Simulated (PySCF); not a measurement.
All of these have the formula CH11PSi3. The calculation used TDDFT B3LYP/def2-SVPD, vertical, gas phase, core orbitals frozen in the response in PySCF. Geometries: GFN2-xTB; one conformer of each isolated species. Triplets are in the Tamm–Dancoff approximation. 'Strongest' means the level of largest summed f among the lowest 8 singlets; it needn't be the same kind of state in each.

Question: Rank by computed lowest singlet excitation energy, lowest first.
A. `C[SiH2]P([SiH3])[SiH3]`
B. `[Si@@H](C[SiH3])(P)[SiH3]`
C. `P[SiH2]C([SiH3])[SiH3]`
D. `[SiH2]([Si@@H](P)[SiH3])C`

Answer: D (5.30 eV), A (5.53 eV), B (5.80 eV), C (6.16 eV).

```json
{"SMILES": "C[SiH2][Si@H]([SiH3])P", "S1 (eV)": "5.30", "strongest (eV)": "6.46", "LUMO (eV)": "-0.82", "T1 (eV)": "4.91", "f (S1)": "0.013", "f (strongest)": "0.14", "S1 mainly": "H→L (98%)"}
{"SMILES": "C[SiH2]P([SiH3])[SiH3]", "S1 (eV)": "5.53", "strongest (eV)": "6.07", "LUMO (eV)": "-0.27", "T1 (eV)": "5.20", "f (S1)": "0.011", "f (strongest)": "0.06", "S1 mainly": "H→L (91%)"}
{"SMILES": "[SiH3]C[Si@@H]([SiH3])P", "S1 (eV)": "5.80", "strongest (eV)": "7.02", "LUMO (eV)": "-0.42", "T1 (eV)": "5.37", "f (S1)": "0.006", "f (strongest)": "0.08", "S1 mainly": "H→L (88%)"}
{"SMILES": "[SiH3]C([SiH3])[SiH2]P", "S1 (eV)": "6.16", "strongest (eV)": "6.58", "LUMO (eV)": "-0.30", "T1 (eV)": "5.55", "f (S1)": "0.012", "f (strongest)": "0.13", "S1 mainly": "H→L (76%)"}
```

H and L stand for HOMO and LUMO.
